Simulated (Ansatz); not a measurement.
Consider the silylene formation by 1,1-elimination: `F[Si](F)(Br)Br` → `Br[Si]Br` + F₂.

Calculated with Ansatz (gas phase, PBE0-D4/def2-TZVP geometries, no zero-point term in ΔE). CBS: MP2 limit from def2 TZ/QZ plus the TZ coupled-cluster correction, frozen cores. This one scheme is used for every species. DFT in def2-TZVPP. B3LYP here is the variant with VWN-RPA as its local correlation; programs differ in this. For Br outer-core shells are correlated without core-valence functions, which leaves a few kJ/mol of doubt a bond. Scalar relativity is left out up to krypton.

CCSD(T)/CBS gives +10.04 eV.

Question: Another level gave +9.81 eV. Which?
A. SCS-MP2/def2-TZVPP
B. B3LYP/def2-TZVPP
C. CAM-B3LYP-D4/def2-TZVPP
D. B97M-V/def2-TZVPP

Answer: D. B97M-V 9.81, B3LYP 9.50, CAM-B3LYP-D4 9.96, SCS-MP2/def2-TZVPP 10.10 eV.

Largest T1 diagnostic among the species: 0.011.

From PBE to PBE0 (25 % exact exchange), in def2-TZVPP and without D4, ΔE moves by +0.54 eV. Leaving LDA and LC-ωPBE aside and taking each functional with its dispersion term where it has one, the values, not all of them listed here, spread over 1.16 eV, from revPBE-D4 to PBE-QIDH. LDA lies +0.65 eV from PBE without D4. At CCSD(T), def2-SVP lies −0.83 eV from the extrapolated value and def2-TZVPP −0.20 eV.
